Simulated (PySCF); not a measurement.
**A computed series [M(H2O)3]2+**

Computed with PySCF 2.14.0, PBE0, def2-SVP on the ligands, density fitting, scalar-relativistic core potentials, no spin-orbit coupling, vacuum. Each member is relaxed from one template within its symmetry. Distances are means of the shortest metal–ligand contacts, charges and spins Mulliken's; removal energies are rigid, with the ligand's formal charge and no counterpoise, so too large; for an anion taken off a cation in vacuum most of it is the attraction of opposite charges, and multiply charged cations can part far more cheaply with an electron moved from ligand to metal. lcecp potentials hold a fixed number of 4f electrons in the core, out of states, spins and gaps.

```
metal      basis on the metal  point group  M–H2O (Å)  charge on M (e)  removal of one H2O (eV)  strongest infrared band, degenerate modes summed (cm⁻¹)    unstable modes (below −25 cm⁻¹)
   La  lcecp-0-SVP with ECP47           D3      2.603             1.48                     1.80                                                      525  0 (lowest -22 cm⁻¹, within noise)
   Nd  lcecp-0-SVP with ECP50           D3      2.541             1.44                     1.89                                                      530  0 (lowest -22 cm⁻¹, within noise)
   Dy  lcecp-0-SVP with ECP56           D3      2.448             1.41                     2.04                                                     3827  0 (lowest -20 cm⁻¹, within noise)
   Yb  lcecp-0-SVP with ECP60           D3      2.403             1.39                     2.12                                                     3824  0 (lowest -23 cm⁻¹, within noise)
   Pb     def2-SVP with ECP60           D3      2.463             1.38                     1.84                                                        –                           1 (soft)
```

Problem. What does the calculation give for Eu, lcecp-0-SVP with ECP53?

Solution. point group: D3, M–H2O (Å): 2.489, charge on M (e): 1.43, removal of one H2O (eV): 1.96, strongest infrared band, degenerate modes summed (cm⁻¹): 3828, unstable modes (below −25 cm⁻¹): 0 (lowest -22 cm⁻¹, within noise).
```xyz
10

Eu    0.0000    0.0000    0.0000
O     2.4889    0.0000    0.0000
H     3.0907    0.6099    0.4608
H     3.0907   -0.6099   -0.4608
O    -1.2445    2.1555    0.0000
H    -2.0736    2.3717    0.4608
H    -1.0172    2.9816   -0.4608
O    -1.2445   -2.1555    0.0000
H    -1.0171   -2.9816    0.4608
H    -2.0736   -2.3717   -0.4608
```

From La to Yb the M–H2O distance shrinks by 0.20 Å, the lanthanide contraction, and the energy to remove one H2O rises by 0.32 eV.

Members with unstable modes aren't minima as they stand: saddle points kept by symmetry or, where the modes are soft, flat surfaces and noise. Moved off a saddle point of the template and relaxed again: La, Nd, Eu, Dy, Yb, Pb. One start shape was tried for each, so a minimum needn't be the lowest isomer. Oxidation states forced by the potential, rare, strongly oxidising or of another configuration in reality: [La(H2O)3]2+, [Nd(H2O)3]2+, [Dy(H2O)3]2+.
